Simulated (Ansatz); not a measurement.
Two members of one family (Same ligands, another metal), computed with Ansatz in the gas phase; def2 core potentials for Mo, W, no spin–orbit coupling. Binding counts from free atoms in the multiplicity of their measured ground term, without zero-point energy. A dash marks a value that wasn't run or was left out as unsound. The structures are stationary points that may keep the symmetry of their start. Remarks come from the PBE and PBE0 runs and from stability tests at other levels; not every state was tested. A HOMO above zero means that the electron is unbound at that level and held by the basis, or that self-interaction error raises the level; the energy of removing that electron tells which.

First: WO2F2 (singlet, charge 0, PBE-D4/def2-SVP geometry).

Cartesian coordinates in Å:
```
W -0.002 -0.013 -0.016
O 0.600 -0.379 1.548
O -0.406 1.654 0.025
F -1.568 -1.000 -0.298
F 1.376 -0.261 -1.259
```

```
                level  HOMO (eV)  LUMO (eV)  gap (eV)  vertical EA (eV)  binding per atom (eV)
LDA (SPW92)/def2-TZVP      -8.43      -3.88      4.55                 –                   6.45
  r2SCAN-D4/def2-TZVP      -8.55      -3.52      5.03                 –                      –
 r2SCAN-D4/def2-TZVPD      -8.55      -3.52      5.03              0.43                      –
     B97M-V/def2-TZVP      -8.60      -3.49      5.11                 –                   5.33
   PBE0-D4/def2-TZVPD      -9.83      -2.87      6.96              0.69                      –
```

Metal–donor distances: 2 × O 1.71 Å, 2 × F 1.87 Å. Remarks: HOMO above zero (-1 doublet).

Second: MoO2F2 (singlet, charge 0, PBE-D4/def2-SVP geometry).

Cartesian coordinates in Å:
```
Mo -0.0041 0.0057 -0.0005
O -0.0649 1.3001 1.0797
O -1.1010 0.3627 -1.2312
F -0.5308 -1.5442 0.8643
F 1.7007 -0.1244 -0.7122
```

Q: Estimate how these quantities change from the first to the second (second minus first).

A: 
```tsv
level	Δ HOMO (eV)	Δ LUMO (eV)	Δ gap (eV)	Δ vertical EA (eV)	Δ binding per atom (eV)
LDA (SPW92)/def2-TZVP	-0.25	-0.62	-0.37	–	-0.50
r2SCAN-D4/def2-TZVP	-0.27	-0.72	-0.45	–	–
r2SCAN-D4/def2-TZVPD	-0.24	-0.68	-0.44	0.48	–
B97M-V/def2-TZVP	-0.28	-0.71	-0.44	–	-0.63
PBE0-D4/def2-TZVPD	-0.26	-0.66	-0.40	0.62	–
```

Metal–donor distances: 2 × O 1.69 Å, 2 × F 1.85 Å. Remarks: HOMO above zero (-1 doublet).
